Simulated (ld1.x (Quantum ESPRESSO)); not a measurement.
## copper: excitation energies, all-electron against PAW

| Quantity | Value |
| --- | --- |
| Element | Cu |
| Generator | ld1.x (Quantum ESPRESSO) 7.5 |
| Type | PAW |
| Functional | PBEsol |
| Relativity | scalar-relativistic |
| Frozen core | [Ne] 3s2 |
| Valence charge | 17 |
| Reference configuration | 3p6 3d10 4s1 4p0 |
| Partial waves | 4s (bound): rcut 1.65, rcutus 2.00 bohr; 4s channel at 4.35 Ry: rcut 1.65, rcutus 2.00 bohr; 3p (bound): rcut 1.10, rcutus 1.15 bohr; 4p (bound, empty): rcut 1.10, rcutus 1.15 bohr; 3d (bound): rcut 1.40, rcutus 1.70 bohr; 3d channel at 0.9 Ry: rcut 1.40, rcutus 1.70 bohr |
| Local potential | all-electron potential smoothed inside 1.10 bohr (lloc = -2) |
| Core correction | Bessel-smoothed model core, default radius (core density twice the valence density) |
| Augmentation charge | PSQ, inside the norm-conserving radii |

Energies are relative to the spin-unpolarised reference configuration 3p6 3d10 4s1 4p0; without spin polarisation the order of configurations can differ from experiment.

```csv
valence configuration,charge,ΔE all-electron (eV),error AE − PS (meV)
3p6 3d10 4s0 4p0,+1,8.103,-3.9
3p6 3d8 4s0 4p0,+3,68.408,-88
3p6 3d9 4s1 4p1,0,6.863,-11
3p6 3d10 4s0.5 4p0,+0.5,3.154,-1.0
3p6 3d9 4s1 4p0,+1,11.606,-8.3
3p6 3d9 4s2 4p0,0,1.985,-14
```

Q: What are ΔE and the potential's error for 3p6 3d9 4s0 4p0?

A: ΔE = 29.416 eV all-electron; the error (AE − PS) is -6.1 meV.
